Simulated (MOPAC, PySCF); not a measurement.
C2H9F3OSi3, SMILES `CO[Si]([SiH3])([SiH3])C(F)(F)F` (C–O–Si–Si torsion 175°), neutral singlet in the gas phase. 

Cartesian coordinates (Å):
SMILES: CO[Si]([SiH3])([SiH3])C(F)(F)F
```xyz
18

C      2.5134     0.0172    -0.3884
O      1.3130     0.7576    -0.5146
Si    -0.2014     0.2253    -0.0627
Si    -1.7001     2.0040    -0.3519
Si    -0.2277    -0.7788     2.0711
C     -0.7521    -1.1867    -1.2862
F     -1.0695    -0.7266    -2.5148
F      0.2118    -2.1236    -1.4537
F     -1.8460    -1.8281    -0.8091
H      3.3509     0.6591    -0.6998
H      2.5014    -0.8839    -1.0242
H      2.6893    -0.2981     0.6569
H     -1.4462     3.0458     0.6847
H     -1.5357     2.5937    -1.7099
H     -3.0879     1.4813    -0.1927
H      0.5004    -2.0812     2.0540
H     -1.6416    -1.0096     2.4860
H      0.4281     0.1326     3.0554
```
Charge 0, spin multiplicity 1.

All levels are single points at this geometry (B3LYP-D3(BJ)/def2-SVP); Pople sets use spherical d functions. Orbital energies aren't observables, and empty levels follow the basis.

HF/STO-3G in PySCF gives HOMO (eV) = -7.77.

### Question
Estimate the HOMO (eV) from each of these levels: B3LYP-D3(BJ)/def2-TZVP in PySCF; PBE-D3(BJ)/def2-TZVP in PySCF; B3LYP/6-311+G** in PySCF; B3LYP/6-31G* in PySCF; B3LYP/LANL2DZ in PySCF; BP86/6-31G* in PySCF; M06-2X/6-31G* in PySCF; PBE/6-31G* in PySCF; HF/6-31G* in PySCF; AM1 in MOPAC; PM6 in MOPAC; PM7 in MOPAC.

### Answer

```tsv
level	HOMO (eV)
B3LYP-D3(BJ)/def2-TZVP in PySCF	-7.75
PBE-D3(BJ)/def2-TZVP in PySCF	-6.67
B3LYP/6-311+G** in PySCF	-7.83
B3LYP/6-31G* in PySCF	-7.53
B3LYP/LANL2DZ in PySCF	-7.81
BP86/6-31G* in PySCF	-6.49
M06-2X/6-31G* in PySCF	-8.89
PBE/6-31G* in PySCF	-6.37
HF/6-31G* in PySCF	-10.61
AM1 in MOPAC	-10.47
PM6 in MOPAC	-8.41
PM7 in MOPAC	-10.63
```
